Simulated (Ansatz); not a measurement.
Species: PbI$_{2}$, charge 0, singlet. PbI2 (SMILES [I][Pb][I]).
B3LYP-D3(BJ)/def2-TZVP minimum from Ansatz (a program for electronic structure):
```xyz
3

Pb    -0.0030    -0.0135     1.0149
I      1.1203    -1.8760    -0.8069
I     -1.1156     1.8970    -0.7633
```
Charge 0, spin multiplicity 1.

Wanted: atomisation energy (electronic, to ground-state atoms), in kcal/mol. Radicals and triplets start from unrestricted determinants; spin-orbit coupling is neglected. Cores are frozen in correlated methods (noble-gas shells, and filled d and f shells in the p block). Past Kr the def2 sets carry scalar-relativistic core potentials. CBS(X,Y): correlation extrapolated as X^-3, Hartree-Fock from the larger set. A bracket is a step between two methods taken in the basis named. Spin-orbit terms, left out, reach several kcal/mol for Br and I, and more for heavier atoms.

CCSD(T)/CBS(def2-TZVPP,def2-QZVPP) + [CCSDT(Q) - CCSD(T)]/def2-TZVPP (Ansatz) gives 138.1 kcal/mol.

How far off this value is PBE/def2-TZVPD (Ansatz), in which direction, and how far these levels: B3LYP/def2-TZVPD, PBE0/def2-TZVPD, wB97M-V/def2-TZVPD, B2PLYP/def2-TZVPD, CCSD(T)/CBS(def2-TZVPP,def2-QZVPP)?

PBE gives 145.9 kcal/mol, 7.8 kcal/mol above it. Differences of the others: B3LYP/def2-TZVPD (Ansatz) -3.1; PBE0/def2-TZVPD (Ansatz) 1.0; wB97M-V/def2-TZVPD (Ansatz) -5.6; B2PLYP/def2-TZVPD (Ansatz) -4.0; CCSD(T)/CBS(def2-TZVPP,def2-QZVPP) (Ansatz) -0.4 kcal/mol.
